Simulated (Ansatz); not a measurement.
Coupled-cluster diagnostics for ZrH2Cl2, Ansatz.

Geometry of the singlet (PBE-D4/def2-TZVP):

Cartesian coordinates in Å:
```
Zr 0.0126 0.0380 -0.0633
H 0.3473 1.8508 -0.1567
H 0.0324 -0.7049 -1.7529
Cl -2.1223 -0.2454 0.8115
Cl 1.7300 -0.9386 1.1615
```

In the def2 sets Zr takes a core potential; there is no spin–orbit coupling. Correlated methods freeze 10 core orbitals; core or outer-core shells of Zr are correlated, in sets that lack core-valence functions.

(1) Estimate the CCSD(T) correlation energy, the shares of MP2 and (T), T1 and the reference's ⟨S²⟩ for: charge 0, singlet, own geometry in def2-TZVPP; charge 0, singlet, own geometry in def2-TZVPD; charge 1, doublet, vertical in def2-TZVPP; charge -1, doublet, vertical in def2-TZVPD; and the rough time on 4 threads of Arm Neoverse V2 on a shared host.

Answers

(1) 
```json
{"state": "charge 0, singlet, own geometry", "basis": "def2-TZVPP", "correlation (eV)": "-21.705", "MP2 share (%)": "90.6", "(T) share (%)": "4.2", "T1": "0.017", "⟨S²⟩ (pure)": "0.00 (0.00)", "wall time": "19 s"}
{"state": "charge 0, singlet, own geometry", "basis": "def2-TZVPD", "correlation (eV)": "-20.383", "MP2 share (%)": "90.5", "(T) share (%)": "4.1", "T1": "0.015", "⟨S²⟩ (pure)": "0.00 (0.00)", "wall time": "13 s"}
{"state": "charge 1, doublet, vertical", "basis": "def2-TZVPP", "correlation (eV)": "-21.064", "MP2 share (%)": "90.5", "(T) share (%)": "4.9", "T1": "0.046", "⟨S²⟩ (pure)": "0.75 (0.75)", "wall time": "1.8 min"}
{"state": "charge -1, doublet, vertical", "basis": "def2-TZVPD", "correlation (eV)": "-20.622", "MP2 share (%)": "90.3", "(T) share (%)": "3.9", "T1": "0.020", "⟨S²⟩ (pure)": "0.76 (0.75)", "wall time": "67 s"}
```
Customary marks for T1 are 0.02 (closed shells), 0.045 (open shells) and about 0.05 (3d metals). T1 exceeds 0.02 in 2 of 4 rows and 0.045 in 1; the higher it lies, the less the single-reference result can be trusted.
